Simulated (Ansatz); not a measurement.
Geometry optimisation, Ansatz, RKS PBE/6-31G*.

input.yaml

```yaml
crystal:
  periodic: [false, false, false]
  atoms:
    - { symbol: C, position_ang: [-1.1939, 0.7032, 0.3051] }
    - { symbol: C, position_ang: [-0.5089, -0.5063, 0.7306] }
    - { symbol: Mg, position_ang: [-1.68204, -1.42059, 2.27965] }
    - { symbol: O, position_ang: [-2.8396, -2.37829, 3.72726] }
    - { symbol: H, position_ang: [-1.4836, 0.6698, -0.8049] }
    - { symbol: H, position_ang: [-2.1817, 0.8738, 0.874] }
    - { symbol: H, position_ang: [-0.5722, 1.6388, 0.4663] }
    - { symbol: H, position_ang: [-0.44537, -1.22668, -0.12005] }
    - { symbol: H, position_ang: [0.48974, -0.28673, 1.09063] }
    - { symbol: H, position_ang: [-3.56556, -1.74038, 3.80356] }
basis:
  gaussian: { orbitals: "6-31G*" }
hamiltonian:
  xc: pbe
relax:
  f_tol: 0.015
  max_steps: 40
output:
  orbitals: {}
```

Run as:

```bash
$ ansatz run input.yaml --threads 1 --pin off --max-ram 2048MiB --backend cpu --events-out ev --progress --plain --runs-dir out
```

**Question.** Where does it end, and by what steps?

**Answer.** The forces met the threshold. The force dipped under the threshold on the way, but the program's further checks kept it going. After 14 steps the energy has fallen by 0.798 eV; H5 moved furthest, 0.99 Å.

```csv
step,energy less start (eV),largest force component (eV/Å),accepted
0,0.0000,2.908,yes
1,-0.5431,1.295,yes
2,-0.6390,0.826,yes
3,-0.6737,0.663,yes
4,-0.7174,0.240,yes
5,-0.7240,0.783,yes
6,-0.7846,0.112,yes
7,-0.7803,0.328,no
8,-0.7913,0.061,yes
9,-0.7973,0.022,yes
10,-0.7921,0.210,no
11,-0.7978,0.009,yes
12,-0.7982,0.027,yes
13,-0.7924,0.351,no
14,-0.7982,0.003,yes
```

```xyz
10
Properties=species:S:1:pos:R:3
C -1.192 0.786 0.230
C -0.702 -0.603 0.688
Mg -1.721 -1.392 2.367
O -2.527 -2.089 3.853
H -0.632 1.159 -0.651
H -2.260 0.777 -0.056
H -1.080 1.549 1.022
H -0.794 -1.326 -0.145
H 0.379 -0.560 0.921
H -3.453 -1.975 4.123
```

Whether the end is a true minimum wasn't checked by a vibrational analysis.

The run took 37 s on 1 thread of Arm Neoverse V2, on a shared host, peak memory 0.25 GiB.
